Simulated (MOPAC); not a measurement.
Input for MOPAC: PM7 on OF, 2S+1 = 2, a spin state set in the input, which need not be the lowest, a point of a bond scan (R = 1.336 Å).

```
PM7 1SCF PRECISE CHARGE=0 UHF MS=0.5 THREADS=1
FO

O      0.00000000 1     0.00000000 1     0.00000000 1
F      0.00000000 1     0.00000000 1     1.33567000 1
```

Program output:

```
*******************************************************************************
 **                                                                           **
 **                              MOPAC v23.2.5                                **
 **                                                                           **
 *******************************************************************************
 ** MOPAC's Digital Object Identifier: https://doi.org/10.5281/zenodo.6511958 **
 **                                                                           **
 ** Please cite the open-source release paper for use of this MOPAC version:  **
 ** J. E. Moussa and J. J. P. Stewart (2026)                                  **
 ** MOPAC: An open-source semiempirical molecular orbital program             **
 ** J. Open Source Softw., 11(119), 8025, https://doi.org/10.21105/joss.08025 **
 *******************************************************************************

                              PM7 CALCULATION RESULTS

 *******************************************************************************
 *  PM7        - The PM7 Hamiltonian to be used
 *  UHF        - UNRESTRICTED HARTREE-FOCK CALCULATION
 *
 *
 *
 *                 CHARGE ON SYSTEM = 0
 *
 *
 *
 *  MS=        - IN MECI, MAGNETIC COMPONENT OF SPIN =  0.5
 *  PRECISE    - TIGHTER CRITERIA TO BE USED
 *  1SCF       - DO 1 SCF AND THEN STOP
 *  THREADS=1  - MULTI-THREADING NOT USED
 *  T=         - A TIME OF 172800.0 SECONDS REQUESTED
 *  DUMP=N     - RESTART FILE WRITTEN EVERY 7200.0 SECONDS REQUESTED
 *******************************************************************************
PM7 1SCF PRECISE CHARGE=0 UHF MS=0.5 THREADS=1
 FO

   ATOM   CHEMICAL          X               Y               Z
  NUMBER   SYMBOL      (ANGSTROMS)     (ANGSTROMS)     (ANGSTROMS)

     1       O          0.00000000  *   0.00000000  *   0.00000000  *
     2       F          0.00000000  *   0.00000000  *   1.33567000  *



          CARTESIAN COORDINATES

    NO.       ATOM           X           Y           Z

     1         O          0.0000      0.0000      0.0000
     2         F          0.0000      0.0000      1.3357

 General Reference for PM7:
 "Optimization of Parameters for Semiempirical Methods VI: More Modifications to the
 NDDO Approximations and Re-optimization of Parameters", J. J. P. Stewart, J. Mol. Mod., 1:32, 19 (2013)
 https://link.springer.com/article/10.1007/s00894-012-1667-x

           Empirical Formula: O F  =     2 atoms



      MOLECULAR POINT GROUP   :   C*v


          UHF CALCULATION, NO. OF ALPHA ELECTRONS =    7
                           NO. OF BETA  ELECTRONS =    6

 -------------------------------------------------------------------------------
 PM7 1SCF PRECISE CHARGE=0 UHF MS=0.5 THREADS=1
 FO



     1SCF WAS SPECIFIED, SO BFGS WAS NOT USED
     SCF FIELD WAS ACHIEVED


                              PM7 CALCULATION
                                                       MOPAC v23.2.5 Linux




          FINAL HEAT OF FORMATION =         33.50934 KCAL/MOL =     140.20308 KJ/MOL


          COSMO AREA              =         51.44 SQUARE ANGSTROMS
          COSMO VOLUME            =         33.22 CUBIC ANGSTROMS

          IONIZATION POTENTIAL    =         11.139773 EV
          ALPHA SOMO LUMO (EV)    =        -12.041  0.648
          BETA  SOMO LUMO (EV)    =        -11.140 -1.708
          NO. OF ALPHA ELECTRONS  =          7
          NO. OF BETA  ELECTRONS  =          6
          MOLECULAR WEIGHT        =         34.9978         POINT GROUP:  C*v

          MOLECULAR DIMENSIONS (Angstroms)

            Atom       Atom       Distance
            F     2    O     1     1.33567
            F     2    O     1     0.00000
            O     1    F     2     0.00000


          SCF CALCULATIONS        =          1





   ATOM   CHEMICAL          X               Y               Z
  NUMBER   SYMBOL      (ANGSTROMS)     (ANGSTROMS)     (ANGSTROMS)

     1       O          0.00000000  *   0.00000000  *   0.00000000  *
     2       F          0.00000000  *   0.00000000  *   1.33567000  *

                             CARTESIAN COORDINATES

   1    O        0.000000000     0.000000000     0.000000000
   2    F        0.000000000     0.000000000     1.335670000


           Empirical Formula: O F  =     2 atoms



      MOLECULAR POINT GROUP   :   C*v


          ALPHA EIGENVALUES
 -41.79540 -30.20852 -18.05015 -17.56585 -17.45195 -13.62236 -12.04059   0.64834


           BETA EIGENVALUES
 -41.81570 -25.25146 -17.49013 -17.36655 -17.07413 -11.13977  -1.70842   1.22815


              NET ATOMIC CHARGES AND DIPOLE CONTRIBUTIONS

  ATOM NO.   TYPE          CHARGE      No. of ELECS.   s-Pop       p-Pop
    1          O           0.005200        5.9948     1.99509     3.99971
    2          F          -0.005200        7.0052     1.99133     5.01387
 DIPOLE           X         Y         Z       TOTAL
 POINT-CHG.     0.000     0.000    -0.033     0.033
 HYBRID         0.000    -0.000    -0.032     0.032
 SUM            0.000    -0.000    -0.065     0.065


          ATOMIC ORBITAL ELECTRON POPULATIONS

     Atom    s        px        py        pz
    1  O   1.99509   2.00000   1.04611   0.95360
    2  F   1.99133   2.00000   1.95389   1.05998


                    (SZ)    =    0.500000
                    (S**2)  =    0.753414


          ATOMIC ORBITAL SPIN POPULATIONS

    Atom   Total    s     px     py     pz
         Atomic
    1  O  1.0111  0.001  0.000  0.954  0.056
    2  F -0.0111  0.000  0.000  0.046 -0.058

 **********************
 *                    *
 * JOB ENDED NORMALLY *
 *                    *
 **********************




 == MOPAC DONE ==
```

The run finished.

Cost: very roughly 0.010 core-seconds.
